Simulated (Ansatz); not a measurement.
Mulliken charges of `C[O][W](=[O])([F])([F])[Cl]` from B3LYP/def2-TZVPP in Ansatz (PBE0-D4/def2-TZVP geometry).

```tsv
atom	x (Å)	y (Å)	z (Å)	charge (e)
C1	0.320	-1.741	0.014	-0.119
O2	-0.304	-0.559	0.447	-0.341
W3	-0.353	1.248	0.088	1.254
O4	-1.980	1.656	0.060	-0.321
F5	0.024	0.727	-1.674	-0.322
F6	0.162	1.598	1.841	-0.294
Cl7	0.786	3.157	-0.481	-0.231
H8	1.239	-1.907	0.582	0.122
H9	-0.365	-2.574	0.177	0.125
H10	0.554	-1.656	-1.051	0.128
```

**Question.** By hand: the dipole of these point charges (1 e Å = 4.8032 D).

**Answer.** Σ q r = (0.198, -0.768, 0.004) e Å, of length 0.793 e Å = 3.81 D.

**Question.** How does the dipole of the full density compare? (Estimate.)

**Answer.** Computed: (0.281, -0.728, 0.011) e Å, 3.75 D; the point charges give 1.02 times that, at 7° from its direction.

Point charges leave out the atoms' own dipoles, such as those of lone pairs, and Mulliken's split depends on the basis, so the close match here is no proof of good charges.

B3LYP here is the variant with VWN-RPA as its local correlation; programs differ in this.
